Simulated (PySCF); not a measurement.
Magnetic shielding above rings: a mixed set.

Definitions: NICS(0) = −σiso at the ring centroid; NICS(1) = −σiso and NICS(1)zz = −σzz at ±1 Å along the ring normal z. Level: GIAO PBE0/pcSseg-1 (PySCF, non-relativistic, gas phase) on the GFN2-xTB geometries, one conformer each. Atom numbers follow the mapped SMILES.

**Question.** Order these rings by mean NICS(1)zz, lowest (most negative) first (ppm).
A. ring C4–C5–C6 in `[NH2:1][CH2:2][CH2:3][CH:4]1[CH:5]=[CH:6]1`
B. ring N5–C6–C7–C8–C9 in `[CH:1]#[C:2][P:3]([CH3:4])[n:5]1[cH:6][cH:7][cH:8][cH:9]1`
C. ring Si3–N4–C5–C6–N9 in `[CH2:1]=[CH:2][Si@@H:3]1[NH:4][CH2:5][C@@H:6]([CH2:7][F:8])[NH:9]1`
D. ring Si2–C4–C5–C6 in `[NH2:1][Si:2]1([NH2:3])[CH2:4][CH2:5][C@H:6]1[NH:7][SiH3:8]`
E. ring C4–C5–C6–C7–N8–C9 in `[CH3:1][C:2]#[C:3][c:4]1[cH:5][cH:6][cH:7][n:8][cH:9]1`
F. ring C3–N4–C5–C6–P7–C8 in `[CH2:1]=[CH:2][c:3]1[n:4][cH:5][cH:6][p:7][c:8]1[CH3:9]`
G. ring C2–C3–C4–C5–N10–C12 in `[CH3:1][c:2]1[cH:3][cH:4][c:5]([C:6]([F:7])([F:8])[F:9])[n+:10]([CH3:11])[cH:12]1` (charge +1)

**Answer.** B (-28.1), E (-27.0), G (-25.6), F (-23.1), A (-15.3), C (-2.9), D (1.8).

| SMILES | ring | NICS(0) | NICS(1) | NICS(1)zz | HOMA | rms pucker (Å) | ring atoms with four or more neighbours |
| --- | --- | --- | --- | --- | --- | --- | --- |
| C#CP(C)n1cccc1 | 5-membered ring with N; formal bonds all aromatic | -12.8 | -10.8 | -28.1 | 0.84 | 0.00 | 0 |
| CC#Cc1cccnc1 | 6-membered ring with N; formal bonds all aromatic | -7.3 | -10.9 | -27.0 | 0.98 | 0.00 | 0 |
| Cc1ccc(C(F)(F)F)[n+](C)c1 | 6-membered ring with N; formal bonds all aromatic | -8.4 | -10.8 | -25.6 | 0.99 | 0.00 | 0 |
| C=Cc1nccpc1C | 6-membered ring with N and P; formal bonds all aromatic | -5.3 | -9.7 | -23.1 | 0.92 | 0.00 | 0 |
| NCCC1C=C1 | 3-membered carbocycle; formal bonds 1 double, 2 single | -28.7 | -6.9 | -15.3 | – | 0.00 | 1 |
| C=C[Si@@H]1NC[C@@H](CF)N1 | 5-membered ring with 2 N and Si; formal bonds all single | -7.4 | -2.7 | -2.9 | – | 0.14 | 3 |
| N[Si]1(N)CC[C@H]1N[SiH3] | 4-membered ring with Si; formal bonds all single | -1.7 | -1.8 | 1.8 | – | 0.08 | 4 |

NICS(0) gives another order. The isotropic NICS(1) gives another order. Over the 4 rings with a HOMA value its correlation coefficient with NICS(1)zz is 0.25. HOMA uses Krygowski's 1993 parameters; it is left out where a ring has a four-coordinate atom, a triple bond, no multiple bond or a kind of bond without parameters. NICS(1) and NICS(1)zz are means over the two faces.
